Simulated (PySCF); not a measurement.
A calculated (M06-L, PySCF 2.14, def2-SVP, the non-relativistic Hamiltonian (point nucleus)) atom or ion has these occupied shells.

```tsv
shell	electrons	orbital energy (eV)	rms radius, mean of both spins (bohr)
1s	2	-1814.4	0.129
2s	2	-165.43	0.618
2p	6	-119.54	0.602
3s	2	-28.560	2.10
```

Problem. Name the element and its charge.

Solution. Si²⁺ (silicon, charge +2), in [Ne] 3s2, closed-shell 1S.
